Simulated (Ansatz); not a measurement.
Basis-set extrapolation for `O[SiH][SiH](O)Cl` radical (PBE0-D4/def2-TZVP geometry, frozen core, Ansatz 0.2.0). Multiplicity 2, UHF reference.

```json
{"": "HF", "def2-TZVPP": "-1189.639754", "def2-QZVPP": "-1189.678412"}
{"": "MP2 correlation", "def2-TZVPP": "-0.883682", "def2-QZVPP": "-0.961394"}
{"": "CCSD(T) correlation", "def2-TZVPP": "-0.963448", "def2-QZVPP": "not run"}
```

Energies in hartree. Use E(X) = E(∞) + A·exp(−7.88·√X) for Hartree–Fock and E(X) = E(∞) + B·X^(−2.97) for correlation, with X = 3 and 4, and add CCSD(T) minus MP2 of the smaller set to the MP2 limit.

**Question.** What is the CCSD(T) energy at the basis-set limit?

**Answer.** HF limit: -1189.678412 + (-0.038658) × 0.13774 = -1189.68374. MP2 limit: -0.961394 + (-0.077712) × 0.74074 = -1.01896. Higher-order term: -0.963448 − (-0.883682) = -0.07977. Total: -1190.78247 hartree, 112.5 kcal/mol below CCSD(T)/def2-TZVPP.
